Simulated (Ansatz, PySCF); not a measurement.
Gas-phase reaction (SMILES): C=CN1[SiH2]N[SiH2]1 [1-ethenyl-1,3,2,4-diazadisiletidine] + 7 [H][H] (H2) → 2 C (CH4) + 2 N (NH3) + 2 [SiH4] (SiH4); energy of full hydrogenation.

Each molecule is optimised on its own at B3LYP-D3(BJ)/def2-TZVP (Ansatz, a quantum-chemistry and plane-wave program), one conformer each, not searched for the lowest. Valence correlation only, unless marked. No spin-orbit coupling. Non-relativistic. CBS(X,Y): correlation extrapolated as X^-3; Hartree-Fock from the larger set. Thermal terms are rigid-rotor harmonic-oscillator values from B3LYP-D3(BJ) frequencies (Ansatz or PySCF) at 298.15 K and 1 atm. 1 Eh = 627.5095 kcal/mol.

| species | E, CCSD(T)/CBS(cc-pV(T+d)Z,cc-pV(Q+d)Z) (Ansatz) (Eh) | E, B3LYP-D3(BJ)/def2-TZVPD (Ansatz + dftd3) (Eh) | H - E (Eh) |
|---|---|---|---|
| C=CN1[SiH2]N[SiH2]1 | -768.52529 | -769.74251 | 0.10841 |
| [H][H] (H2) | -1.17450 | -1.17983 | 0.01336 |
| C (CH4) | -40.45816 | -40.53958 | 0.04840 |
| N (NH3) | -56.50369 | -56.58902 | 0.03799 |
| [SiH4] (SiH4) | -291.45815 | -291.91976 | 0.03520 |

**Question.** Work out ΔE and ΔH at 298.15 K at the first level, then ΔH at the second.

**Answer.** 
1. ΔE = [2×(-40.45816) + 2×(-56.50369) + 2×(-291.45815)] - [(-768.52529) + 7×(-1.17450)] = -0.09321 Eh = -58.5 kcal/mol at CCSD(T)/CBS(cc-pV(T+d)Z,cc-pV(Q+d)Z).
2. The terms H - E add up to 0.04125 Eh, so ΔH = (-0.09321 + (0.04125))×627.5095 = -32.6 kcal/mol.
3. At B3LYP-D3(BJ)/def2-TZVPD the same steps give ΔE = -59.9 and ΔH = -34.0 kcal/mol, a shift of -1.4 from the first level.
4. These values are not checked against measurement here, since the tables used lack a sound gas-phase enthalpy of formation for at least one species.
